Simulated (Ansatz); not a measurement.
# Reading a saddle point

A first-order saddle point of SiN₂H₉Cl, closed shell, PBE0-D4/def2-TZVP, with one imaginary mode of 228i cm⁻¹:

Si1  (-1.131, -0.605, 0.532)
H2  (-0.274, -1.051, -0.819)
H3  (-1.772, -1.957, 0.503)
H4  (-1.884, 0.009, 1.691)
Cl5  (-1.994, 0.919, -0.790)
H6  (1.156, 0.920, -0.158)
N7  (0.466, -0.307, 1.274)
H8  (0.465, -0.103, -1.213)
N9  (1.044, 0.860, -1.188)
H10  (1.161, -1.027, 1.112)
H11  (0.425, -0.090, 2.261)
H12  (1.924, 0.845, -1.689)
H13  (0.415, 1.589, -1.514)
(Å)

Computed with Ansatz 0.2.0 (basis: def2-TZVPP and def2-QZVPP); correlated methods freeze the cores. Extrapolation: Hartree–Fock as exp(−7.88 √X), correlation as X^−2.97.

**Question.** Which contacts change along the imaginary mode, and what lies on either side? (Judge from chemistry; the calculation decides.)

**Answer.** By the calculation: The step is SiH₃Cl ([SiH3][Cl]) + NH₃ + NH₃ → SiNH₄Cl ([NH2][SiH2][Cl]) + NH₃ + H₂, with the molecules in contact on both sides. Shortening one way: Si1–N7, H2–H8, H6–N9; lengthening the same way: Si1–H2, H6–N7, H8–N9.
```
  pair  one side (Å)  saddle (Å)  other side (Å)
Si1–N7          2.21        1.79            1.69
 H2–H8          3.42        1.27            0.75
 H6–N9          2.02        1.04            1.01
Si1–H2          1.48        1.66            4.33
 H6–N7          1.03        2.01            3.67
 H8–N9          1.01        1.12            3.34
```

**Question.** Which side is lower, and how far does the saddle lie above each? (To be estimated.)

**Answer.** By the calculation: The side with Si1–N7, H2–H8, H6–N9 short is lower by 0.192 eV; the saddle lies 1.659 eV above it and 1.467 eV above the other (CCSD(T) at an estimated basis limit (MP2 extrapolated from triple and quadruple zeta, plus CCSD(T) − MP2 in triple zeta); electronic energies).

T1 diagnostic: at most 0.010.

Labels in which every atom is bracketed show which atoms are joined, not bond orders.

For scale, one of the runs: CCSD(T)/def2-TZVPP, 272 basis functions, launched by `ansatz run in.yaml --threads 8 --pin off --events-out ev --progress --plain --max-ram 19148MiB`. Hardware: 8 CPU threads of an Arm Neoverse V1, shared host. Wall time 110 s; peak host memory 7 GiB.
